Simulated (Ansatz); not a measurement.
A series at Ge: from GeH₄, ligands are replaced one by one, each step taking up NH₃ and setting free H₂; n counts the steps. Ansatz, PBE0-D4/def2-TZVP geometries. Each molecule was computed in one conformer, which needn't be the lowest.

CBS adds triple-zeta CCSD(T) − MP2 to the MP2 limit, frozen cores; atoms without spin–orbit coupling. Outer-core shells of Ge are correlated without core-valence functions. Scalar relativity is left out up to krypton. Spin–orbit coupling is left out.

```csv
n,molecule,"atomization energy, CCSD(T)/CBS (kJ/mol)"
0,GeH₄,1251.4
1,`[NH2][GeH3]`,2016.3
2,`[NH2][GeH2][NH2]`,2800.6
3,`[NH2][GeH]([NH2])[NH2]`,3592.1
4,`[NH2][Ge]([NH2])([NH2])[NH2]`,?
```

Task: By hand: fit a straight line y = ȳ + b (n − n̄) to the 4 given rows and predict n = 4.

Result: n̄ = 1.500, ȳ = 2415.10; Σ(n − n̄)(y − ȳ) = 3903.20, Σ(n − n̄)² = 5.000, so b = 780.64 kJ/mol a step. Prediction: 2415.10 + (780.64) × (2.500) = 4366.7 kJ/mol.

Task: By hand: compare with the computed value, 4388.1 kJ/mol, and give the steps along the whole series.

Result: The line misses by 21.4 kJ/mol (computed minus predicted). Steps: 764.9, 784.3, 791.5, 796.0 kJ/mol.

The steps differ by up to 31.1 kJ/mol, small against a whole step but well beyond the method's doubt, so the ligands' effects don't simply add. The miss is 0.7 % of the series' range. The energies themselves are unsure by some kJ/mol a bond, though much of that is common to the series.
